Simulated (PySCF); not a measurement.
## Worked example: oscillator strength and radiative lifetime

In(F)(Me)2 (C2H6FIn), SMILES [CH3][In]([F])[CH3].

Geometry optimised at r2SCAN-D4/def2-SVP. The structure was generated by enumeration; whether it is a known compound was not checked. The def2 effective core potentials stand for the cores of In; spin–orbit coupling is left out.

TDA-ωB97X/def2-SVPD (PySCF 2.14.0) puts the first singlet state with f over 0.02 at 6.93 eV (vertical), with the transition dipole (-1.764, -0.001, 0.000) in atomic units.

Task: Find the oscillator strength, the wavelength and the radiative lifetime that this transition would have in vacuum if emission retraced absorption.

Result: 
|μ|² = 3.1117 au, so |μ| = 4.48 D. ΔE = 6.93/27.211 = 0.2547 hartree. f = (2/3) ΔE |μ|² = 0.528 (the program prints 0.528).
λ = 1239.84/6.93 = 179 nm; ν = 55894 cm⁻¹.
Einstein's coefficient A = 0.6670 ν² f s⁻¹ (ν in cm⁻¹) = 1.1e9 s⁻¹, so τ = 1/A = 0.91 ns. This state is S2; the lower singlet has f = 0.000. The figure is the radiative limit of this one transition; relaxation, internal conversion, crossing to triplets and a medium change what is measured.
